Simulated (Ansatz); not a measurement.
B2H6Si2, SMILES `[SiH3]B1B[SiH2]1` at its PBE0-D4/def2-TZVP geometry, where that method's forces vanish. The species carries charge 0 and has multiplicity 1.

```tsv
atom	x (Å)	y (Å)	z (Å)
Si1	-0.4619	-0.7734	1.5979
B2	0.4401	-0.4747	-0.1335
B3	1.2744	-0.5207	-1.3715
Si4	-0.1149	1.0983	-1.0803
H5	-1.1692	-2.0828	1.5934
H6	0.5340	-0.7848	2.7039
H7	-1.4636	0.2873	1.8946
H8	1.8550	-0.4114	-2.3931
H9	-1.1569	1.9386	-0.4378
H10	0.2631	1.7235	-2.3737
```

(1) For each bond, give half the difference of the two atoms' forces along it (eV/Å; positive pushes the atoms apart) under PBE-D4, r2SCAN-D4, B3LYP-D4, ωB97M-V in def2-TZVPP. (Estimate.)

## Answers

(1) Ansatz gave: 
```tsv
bond	length (Å)	PBE-D4	r2SCAN-D4	B3LYP-D4	ωB97M-V
Si1–B2	1.975	-0.18	-0.04	0.17	0.22
Si1–H5	1.488	0.10	-0.01	-0.07	-0.13
Si1–H6	1.488	0.10	-0.01	-0.07	-0.13
Si1–H7	1.489	0.08	-0.03	-0.05	-0.08
B2–B3	1.494	0.19	0.11	-0.10	-0.17
B2–Si4	1.918	0.09	0.05	0.11	0.00
B3–Si4	2.153	0.02	0.05	0.24	0.08
B3–H8	1.180	0.00	-0.09	-0.10	-0.05
Si4–H9	1.485	0.11	-0.02	-0.17	-0.15
Si4–H10	1.485	0.08	-0.01	-0.12	-0.13
```

B3LYP here is the variant with VWN-RPA as its local correlation; programs differ in this.
